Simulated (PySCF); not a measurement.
Compound: C₄H₈Si₂.
SMILES with atom numbers: `[CH:1]1=[CH:2][SiH2:3][CH:4]=[CH:5][SiH2:6]1` (hydrogens: H7 on C1; H8 on C2; H9, H10 on Si3; H11 on C4; H12 on C5; H13, H14 on Si6)

The same species was optimised twice, with GFN2-xTB and with PBE0-D3(BJ)/def2-SVP (PySCF), and the same property calculations (PySCF, gas phase) were run on both structures.

```json
{"coordinate": "C1=C2 (Å)", "GFN2-xTB": "1.331", "PBE0-D3(BJ)/def2-SVP": "1.347", "change": "+0.016"}
{"coordinate": "C4=C5 (Å)", "GFN2-xTB": "1.331", "PBE0-D3(BJ)/def2-SVP": "1.347", "change": "+0.016"}
{"coordinate": "C1–Si6 (Å)", "GFN2-xTB": "1.880", "PBE0-D3(BJ)/def2-SVP": "1.873", "change": "-0.007"}
{"coordinate": "Si3–C4 (Å)", "GFN2-xTB": "1.880", "PBE0-D3(BJ)/def2-SVP": "1.873", "change": "-0.007"}
{"coordinate": "C5–Si6 (Å)", "GFN2-xTB": "1.880", "PBE0-D3(BJ)/def2-SVP": "1.873", "change": "-0.007"}
{"coordinate": "C2–Si3 (Å)", "GFN2-xTB": "1.880", "PBE0-D3(BJ)/def2-SVP": "1.873", "change": "-0.007"}
{"coordinate": "C1–Si6–C5 (°)", "GFN2-xTB": "109.7", "PBE0-D3(BJ)/def2-SVP": "110.2", "change": "+0.5"}
{"coordinate": "C2–Si3–C4 (°)", "GFN2-xTB": "109.7", "PBE0-D3(BJ)/def2-SVP": "110.2", "change": "+0.5"}
{"coordinate": "C2–C1–Si6 (°)", "GFN2-xTB": "125.2", "PBE0-D3(BJ)/def2-SVP": "124.9", "change": "-0.3"}
{"coordinate": "C4–C5–Si6 (°)", "GFN2-xTB": "125.1", "PBE0-D3(BJ)/def2-SVP": "124.9", "change": "-0.2"}
{"coordinate": "Si3–C4–C5 (°)", "GFN2-xTB": "125.1", "PBE0-D3(BJ)/def2-SVP": "124.8", "change": "-0.3"}
{"coordinate": "C1–C2–Si3 (°)", "GFN2-xTB": "125.1", "PBE0-D3(BJ)/def2-SVP": "124.9", "change": "-0.2"}
```

Rotational constants: A = 3502, B = 2188, C = 1389 MHz (GFN2-xTB) against A = 3498, B = 2182, C = 1387 MHz (PBE0-D3(BJ)/def2-SVP).

On the GFN2-xTB structure: lowest singlet, TDDFT (eV) 5.72 [wB97X-D/def2-SVPD]; isotropic polarisability (au) 95.4 [wB97X-D/def2-SVPD]; HOMO (eV) -9.61 [wB97X-D/def2-SVPD]; LUMO (eV) 0.98 [wB97X-D/def2-SVPD]; dipole (D) 0.00 [wB97X-D/def2-SVPD]; HOMO (eV) -7.82 [PBE0/pcSseg-1]; LUMO (eV) -0.83 [PBE0/pcSseg-1]; dipole (D) 0.00 [PBE0/pcSseg-1]; GIAO shielding of C1/C2/C4/C5 (mean) (ppm) 33.8 [PBE0/pcSseg-1]; GIAO shielding of Si3/Si6 (mean) (ppm) 425.5 [PBE0/pcSseg-1].

Task: What do these properties become on the PBE0-D3(BJ)/def2-SVP structure?

Result: 
| property | level | on GFN2-xTB | on PBE0-D3(BJ)/def2-SVP | change |
| --- | --- | --- | --- | --- |
| lowest singlet, TDDFT (eV) | wB97X-D/def2-SVPD | 5.72 | 5.70 | -0.02 |
| isotropic polarisability (au) | wB97X-D/def2-SVPD | 95.4 | 97.4 | +2.0 |
| HOMO (eV) | wB97X-D/def2-SVPD | -9.61 | -9.56 | +0.05 |
| LUMO (eV) | wB97X-D/def2-SVPD | 0.98 | 0.78 | -0.20 |
| dipole (D) | wB97X-D/def2-SVPD | 0.00 | 0.05 | +0.05 |
| energy, GFN2-xTB geometry as zero (kcal/mol) | wB97X-D/def2-SVPD | 0.0 | -1.0 | -1.0 |
| HOMO (eV) | PBE0/pcSseg-1 | -7.82 | -7.78 | +0.04 |
| LUMO (eV) | PBE0/pcSseg-1 | -0.83 | -1.02 | -0.19 |
| dipole (D) | PBE0/pcSseg-1 | 0.00 | 0.05 | +0.05 |
| energy, GFN2-xTB geometry as zero (kcal/mol) | PBE0/pcSseg-1 | 0.0 | -0.7 | -0.7 |
| GIAO shielding of C1/C2/C4/C5 (mean) (ppm) | PBE0/pcSseg-1 | 33.8 | 29.7 | -4.1 |
| GIAO shielding of Si3/Si6 (mean) (ppm) | PBE0/pcSseg-1 | 425.5 | 424.0 | -1.5 |

The heavy atoms differ by 0.019 Å rms after alignment. Among bonds between heavy atoms C1=C2 and C4=C5 change most and about equally (+0.016 Å). Changes are differences of the printed values. Neither structure is proved a minimum here.

Note: wB97X-D ran without an empirical dispersion term, which enters the total energy and its gradient alone.
